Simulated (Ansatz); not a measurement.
dithienothiophene (C8H4S3), SMILES c12c(c3c(ccs3)s2)scc1. Heavy atoms are numbered as in [cH:1]1[cH:2][c:3]2[s:4][c:5]3[cH:6][cH:7][s:8][c:9]3[c:10]2[s:11]1.

The numbers are results of PBE0-D3(BJ)/def2-SVP run with Ansatz (a quantum-chemistry and plane-wave program), not measurements.

Bond lengths of the relaxed neutral molecule (Å): C1–C2 1.369, C1–S11 1.731, C2–C3 1.421, C3–S4 1.742, C3–C10 1.396, S4–C5 1.742, C5–C6 1.421, C5–C9 1.396, C6–C7 1.369, C7–S8 1.731, S8–C9 1.724, C9–C10 1.420, C10–S11 1.724.

**Question.** How do the bond lengths change in the relaxed lowest triplet? (Estimate from the structure and the level; the computed values follow.)

**Answer.** 
```json
[
 {"bond": "C1–C2", "neutral (Å)": "1.369", "triplet (Å)": "1.414"},
 {"bond": "C1–S11", "neutral (Å)": "1.731", "triplet (Å)": "1.754"},
 {"bond": "C2–C3", "neutral (Å)": "1.421", "triplet (Å)": "1.372"},
 {"bond": "C3–S4", "neutral (Å)": "1.742", "triplet (Å)": "1.767"},
 {"bond": "C3–C10", "neutral (Å)": "1.396", "triplet (Å)": "1.461"},
 {"bond": "S4–C5", "neutral (Å)": "1.742", "triplet (Å)": "1.767"},
 {"bond": "C5–C6", "neutral (Å)": "1.421", "triplet (Å)": "1.372"},
 {"bond": "C5–C9", "neutral (Å)": "1.396", "triplet (Å)": "1.461"},
 {"bond": "C6–C7", "neutral (Å)": "1.369", "triplet (Å)": "1.414"},
 {"bond": "C7–S8", "neutral (Å)": "1.731", "triplet (Å)": "1.754"},
 {"bond": "S8–C9", "neutral (Å)": "1.724", "triplet (Å)": "1.754"},
 {"bond": "C9–C10", "neutral (Å)": "1.420", "triplet (Å)": "1.355"},
 {"bond": "C10–S11", "neutral (Å)": "1.724", "triplet (Å)": "1.754"}
]
```
